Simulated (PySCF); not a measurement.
**Telling isomers of C$_{2}$H$_{8}$F$_{3}$NSi$_{2}$ apart by NMR**

[PySCF 2.14.0 with density-fitted response routines: GIAO PBE0/pcSseg-1 shieldings; coordinates at the GFN2-xTB level; isolated molecule; one conformer; no relativistic terms; one averaged value for each set of equivalent atoms]

Referencing at the same level of theory: 1H (σ = 31.72 ppm), 13C (σ = 186.93 ppm) vs TMS. Splittings of carbon signals by F and P are missing where no couplings were computed. Where no couplings were computed, multiplicities follow the n + 1 count of equivalent neighbours, and m marks all less simple cases (inequivalent or close neighbours, rings, F or P nearby). Shifts are as computed. Against solution values, carbons near 30 ppm lie about +3 ppm off and those near 130 ppm about +5 ppm. Of 1309 compounds with measured shifts, 239 miss one by over three times the rms of a fit or turn the order of signals round; such compounds aren't used in these exercises. OH and NH positions are gas-phase values without hydrogen bonding to other molecules.

(1) Tabulate the signals of `C[Si@H]([SiH2]N)C(F)(F)F`, `CN([SiH3])[SiH2]C(F)(F)F` and their relative energies.

(2) What is the quickest way to tell C[Si@H]([SiH2]N)C(F)(F)F from CN([SiH3])[SiH2]C(F)(F)F?

Answers

(1) 
| SMILES | carbon types | δC | δH | E rel. (kcal/mol) |
| --- | --- | --- | --- | --- |
| C[Si@H]([SiH2]N)C(F)(F)F | 1×C 1×CH3 | 142.4, -7.7 | 5.30 (m, 1H), 5.09 (m, 1H), 4.41 (m, 1H), 0.59 (d, 3H), -0.20 (br s, 2H) | 0.0 |
| CN([SiH3])[SiH2]C(F)(F)F | 1×C 1×CH3 | 138.4, 37.2 | 4.83 (s, 3H), 4.77 (m, 2H), 2.80 (s, 3H) | 9.3 |

Energies are electronic energies at PBE0/pcSseg-1 on these geometries, without zero-point or thermal terms, each for the one conformer computed, which needn't be the lowest.

(2) Both give the same number of carbon signals, with the same numbers of each carbon type, so the positions decide. The first has a methyl carbon bonded to Si (CH3) at -7.7 ppm, the second a methyl carbon bonded to N (CH3) at 37.2 ppm. Their most deshielded carbons lie at 142.4 and 138.4 ppm. In the proton spectra the most deshielded non-exchanging signals are 5.30 (m, 1H) and 4.83 (s, 3H).
